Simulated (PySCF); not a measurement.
Compound: C8H7FS.
Z-matrix (Å and degrees, PBE0-D3(BJ)/def2-SVP geometry), rows numbered from 1:
```
F 
C   1  1.3734
C   2  1.5241  1  110.67
S   3  1.8255  2  106.30  1   156.24
C   4  1.7673  3   90.55  2   -28.07
C   5  1.3930  4  126.36  3  -164.94
C   6  1.3957  5  118.58  4   179.26
C   7  1.3956  6  120.95  5    -0.34
C   8  1.3964  7  120.08  6     0.88
C   9  1.3885  8  119.28  7    -0.40
H   2  1.1070  1  107.15  3  -120.49
H   3  1.0979  2  113.34  1   -83.33
H   3  1.1020  2  108.50  1    38.37
H   6  1.0922  5  120.75  4     0.31
H   7  1.0928  6  119.28  5  -179.49
H   8  1.0921  7  119.95  6  -179.03
H   9  1.0927  8  121.05  7   179.95
```

Computed with PySCF at B3LYP/def2-SVPD, non-relativistic, on one gas-phase PBE0-D3(BJ)/def2-SVP geometry that isn't relaxed in the solvent. The solvent is an IEF-PCM continuum (cavity from Bondi-type radii × 1.2), and excitations are vertical TDDFT with non-equilibrium linear response and a frozen core. Specific hydrogen bonds and non-electrostatic terms are outside this model.

```csv
run,E − E(gas) (kcal/mol),HOMO (eV),HOMO–LUMO gap (eV),dipole (D),lowest singlet (eV),static polarisability (au)
gas,0.00,-6.10,5.18,0.69,4.40,111.4
P,-4.50,-6.07,5.24,0.80,4.45,157.9
Q,-3.35,-6.06,5.23,0.77,4.43,144.1
```

Q: The runs were made in acetone and chloroform. Which run belongs to which solvent?

A: P = acetone, Q = chloroform. The dielectric constants are 4.711 (chloroform), 20.49 (acetone), and the energy falls further as ε rises. The optical constants n² used for the excitations are 2.09, 1.85 in the same order. In this model the ground state sees the solvent through ε alone.

Q: How constant is the ratio of the lowering to (ε − 1)/(2ε + 1)?

A: 
| solvent | (ε − 1)/(2ε + 1) | E − E(gas) (kcal/mol) | ratio (kcal/mol) | polarisation term (kcal/mol) |
| --- | --- | --- | --- | --- |
| chloroform | 0.356 | -3.35 | -9.4 | -3.64 |
| acetone | 0.464 | -4.50 | -9.7 | -5.04 |

The ratio changes by +2.8 % in size from chloroform to acetone. The polarisation term is half the interaction of the solute with the induced surface charges.
